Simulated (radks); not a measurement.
Problem. These are the eigenvalues of the occupied orbitals of an atom or ion with whole-number occupations (hartree). Method: scalar-relativistic Kohn-Sham, Slater X-alpha with alpha = 0.667, spin-polarised, spherical densities, point nucleus; computed with a radial shooting solver on a logarithmic mesh with Libxc functionals.

orbital  eigenvalue
1s down   -236.9708
1s up     -236.9707
2s up     -28.58139
2s down   -28.49764
2p up     -24.43774
2p down   -24.37321
3s up      -4.46776
3s down    -4.27568
3p up      -3.32207
3p down    -3.13328
3d up      -1.53149

Which element is it, and in what charge state? The configuration may be excited. Open shells, if any, are filled with parallel spins first.

Solution. Z = 25, manganese, charge +3: Mn3+ in [Ar] 3d4. The list shows which subshells hold electrons but not how many an open one holds; the 1s level, -236.97 hartree, gives Z - s = 21.8 by -(Z - s)^2/2, which with screening and relativity narrows Z to a few neighbours, and the depths of the outer levels then fix element, charge and occupations together.
